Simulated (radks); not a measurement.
Question: Radial electron density D(r) = 4 pi r^2 rho(r) of an atom or ion with 2 electrons. Calculated with a radial shooting solver on a logarithmic mesh with Libxc functionals: scalar-relativistic Kohn-Sham, BLYP, spin-polarised, spherical densities, finite nucleus; Fermi nuclear charge, rms radius of each element as measured or else 0.836 A^(1/3) + 0.57 fm.

```
   r/bohr * D(r) (the largest magnitude, 3.93, reaches the edge; | marks zero)
  0.02002 |  *
  0.02204 |   *
  0.02426 |    *
   0.0267 |     *
  0.02963 |      *
  0.03261 |       *
   0.0359 |        *
  0.03951 |          *
  0.04384 |            *
  0.04826 |              *
  0.05312 |                *
  0.05848 |                  *
  0.06489 |                     *
  0.07142 |                        *
  0.07862 |                           *
  0.08654 |                               *
  0.09526 |                                  *
   0.1057 |                                      *
   0.1164 |                                          *
   0.1281 |                                             *
    0.141 |                                                *
   0.1564 |                                                   *
   0.1722 |                                                     *
   0.1895 |                                                      *
   0.2086 |                                                      *
   0.2315 |                                                     *
   0.2548 |                                                   *
   0.2805 |                                                *
   0.3088 |                                            *
   0.3426 |                                       *
   0.3771 |                                  *
   0.4151 |                            *
    0.457 |                       *
   0.5071 |                  *
   0.5582 |             *
   0.6144 |          *
   0.6763 |       *
   0.7444 |      *
    0.826 |     *
   0.9093 |     *
    1.001 |     *
    1.102 |     *
    1.222 |     *
    1.346 |    *
    1.481 |    *
     1.63 |   *
    1.809 |  *
    1.991 | *
    2.192 | *
    2.413 |*
    2.677 |*
    2.947 *
    3.244 *
    3.571 *
    3.963 *
    4.362 *
```

What is the nuclear charge?

Answer: Z = 5. The innermost maximum, from 1s, lies near gamma/Z bohr with gamma = sqrt(1 - (Z/c)^2) = 0.999, here 0.2 bohr (found: 0.204), and its height grows with Z. The density is that of the boron ion B3+ in 1s1.5 2s0.5; the configuration itself is not fixed sharply by these data. D(r) has 2 maxima, at r = 0.204, 1.14 bohr, and minima at 0.946 bohr, inside which lie 1.58 electrons.
